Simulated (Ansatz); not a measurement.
Job for Ansatz (a first-principles code): U-r2SCAN/def2-TZVPPD on CaO, a point of a bond scan (R = 2.189 Å). Files ending in .json are basis or fitting sets from the Basis Set Exchange.

Ansatz 0.2 input:
```yaml
crystal:
  periodic: [false, false, false]
  atoms:
    - {symbol: Ca, position_ang: [-0.00000000, -0.00000000, -0.52107729]}
    - {symbol: O, position_ang: [0.00000000, 0.00000000, 1.66744733]}
basis:
  gaussian:
    orbitals: def2-TZVPPD.json
hamiltonian:
  xc: {name: r2SCAN}
magnetization: {spin_polarized: true, initial_magnetization: 0}
```

It printed:

```
WARN ansatz: RAYON_NUM_THREADS=1 ignored (pool sized by the plan → 1); use --threads N
Functional definition: r2SCAN
integrals: 0.02 GiB planned
551 factors; their error is unknown
mean field: 0.22 GiB planned
mean field evaluation 1: about -20463.8877 eV, gradient 6.3e1 eV
mean field evaluation 2: about -20095.6281 eV, gradient 2.0e2 eV
mean field evaluation 4: about -20460.8150 eV, gradient 6.7e1 eV
mean field evaluation 8: about -20482.1568 eV, gradient 3.5e-1 eV
mean field evaluation 16: about -20482.1606 eV, gradient 1.6e0 eV
mean field evaluation 32: about -20481.9810 eV, gradient 1.4e0 eV
mean field evaluation 64: about -20482.1921 eV, gradient 1.7e-1 eV
mean field evaluation 96: about -20481.3819 eV, gradient 6.0e0 eV
mean field -20482.19673738 eV, -752.7068467673 hartree, gradient 8.4e-6 eV, S^2 0.359030; 10 other end points of the search recorded, 0 dependent functions left out
reference -20482.19676498 eV, -752.7068477813 hartree; 14, 14 occupied and 62, 62 virtual orbitals, 551 factors
Total energy: -20482.19676498 eV, -752.7068477813 hartree
```

Self-consistency was reached. Its determinant has ⟨S²⟩ = 0.36, a mixture of spin states.

Cost: very roughly 15 core-seconds.
